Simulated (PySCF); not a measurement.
A GIAO shielding run with PySCF 2.14.0 with density-fitted response routines (density fitting, non-relativistic, gas phase) on SMILES FC(C[Si+](C)CF)(F)F, [C4H7F4Si]+:

```
$ OMP_NUM_THREADS=1 python probes_run.py task.json out

{"job": {"kind": "nmr", "xc": "PBE0", "basis": "pcSseg-1"}, "charge": 1, "multiplicity": 1}
C     -1.175723    -1.840176     0.096463
Si    -0.622604    -0.076907    -0.204216
C     -1.721715     1.469494     0.096325
F     -1.147035     2.507728    -0.592297
C      1.130334     0.406858    -0.753345
C      2.094537     0.029101     0.370056
F      1.752339     0.646718     1.510639
F      3.345890     0.324351     0.090977
F      2.017513    -1.288254     0.628249
H     -2.192162    -1.897937     0.495545
H     -1.153593    -2.427995    -0.825204
H     -0.510318    -2.347063     0.801204
H     -1.771200     1.773507     1.149995
H     -2.744226     1.356420    -0.281024
H      1.228735     1.485960    -0.936711
H      1.461629    -0.112860    -1.658067
```

Hardware: 1 thread of an Arm Neoverse V1, shared host. The job also computes population analyses, field gradients.

(1) How large is the calculation?

(2) How long does it take, and how much memory does it need?

Results:

(1) 80 electrons, 195 basis functions and 1035 auxiliary functions.

(2) 33 s of wall time, with 12 SCF cycles and 5 response iterations; peak memory 0.83 GiB. Times on a shared host scatter by some tens of per cent.
